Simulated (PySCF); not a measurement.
C3H6FSi (doublet state).
Atom-mapped SMILES: `[CH2:1]=[CH:2][CH2:3][SiH:4][F:5]` (hydrogens: H6, H7 on C1; H8 on C2; H9, H10 on C3; H11 on Si4)

Structure used (GFN2-xTB), in Å, numbered top down from 1:
```
atom  x, y, z in Å
C1    -1.185    1.246    0.340
C2    -0.490    0.164    0.652
C3    -0.205   -0.950   -0.289
Si4    1.588   -0.728   -0.914
F5     2.549   -0.974    0.379
H6    -1.631    1.369   -0.634
H7    -1.348    2.042    1.045
H8    -0.045    0.069    1.634
H9    -0.904   -0.931   -1.124
H10   -0.297   -1.912    0.217
H11    1.974    0.609   -1.330
```

The hyperfine couplings belong to this conformer and change with its torsions.

Level of theory: UKS B3LYP, pcH-1 on C F H Si, non-relativistic, mean-field spin-orbit, GIAO in PySCF 2.14.0. The structure is a single GFN2-xTB conformer in the gas phase; no vibrational or solvent corrections. A GFN2-xTB geometry isn't a minimum of the functional, and hyperfine couplings can be far from their values at a DFT geometry, by a factor of two or more for some ions and for spin on atoms past the first row. Stability of the SCF solution: not tested.

Give the principal g shifts and their parts.

```json
{"Δg (ppm)": "relativistic mass correction", "1": "-165", "2": "-165", "3": "-165"}
{"Δg (ppm)": "gauge correction", "1": "79", "2": "20", "3": "108"}
{"Δg (ppm)": "orbital Zeeman/spin–orbit", "1": "-916", "2": "-11", "3": "986"}
{"Δg (ppm)": "total", "1": "-1002", "2": "-156", "3": "929"}
```

So g = 2.00132, 2.00216, 2.00325 and g_iso = 2.00224; the tensor is rhombic: the two nearest values differ by 44 % of g3 − g1. 

What are the electron Larmor frequencies g μB B/h along the three axes at 1200 mT?

33.6131, 33.6273, 33.6455 GHz for g1, g2 and g3, a range of 32.4 MHz.

How much does each term add to the isotropic shift?

The mass correction -165, the gauge correction 69 and the orbital-Zeeman/spin–orbit term 19 ppm, for a total of -76 ppm. The mass correction is the largest in size. The mass correction is the same along every axis, so the anisotropy comes from the other two: their spans along these axes are 89 (gauge) and 1902 ppm (orbital Zeeman/spin–orbit).

What effective moment and Curie constant follow for a powder?

With the mean of g² = 4.0090 and S(S+1) = 0.75: μ_eff = √(⟨g²⟩S(S+1)) = 1.734 μB and χT = 0.12505·⟨g²⟩·S(S+1) = 0.376 cm³ K/mol (cgs; spin-Hamiltonian part alone).

In a frozen sample, at which fields do the three g values resonate at 9.5, 34, 94 and 263 GHz (hyperfine left aside), and which band first spreads them over more than twice a line width of 0.5 mT?

| band | GHz | B(g3) mT | B(g2) mT | B(g1) mT | spread mT |
| --- | --- | --- | --- | --- | --- |
| X | 9.5 | 338.83 | 339.01 | 339.15 | 0.33 |
| Q | 34.0 | 1212.64 | 1213.30 | 1213.81 | 1.17 |
| W | 94.0 | 3352.60 | 3354.42 | 3355.83 | 3.24 |
| J | 263.0 | 9380.14 | 9385.23 | 9389.19 | 9.05 |

The spread grows in proportion to the frequency. Q band is the first where it exceeds 1.0 mT.

The largest Mulliken spin populations are on Si4 (+0.81) and C1 (+0.10). No atom but Si4 exceeds +0.15. The angles at Si4 add up to 324.9°, so it is pyramidal.

The HOMO–LUMO gaps are 5.36 eV among the α and 4.54 eV among the β orbitals.
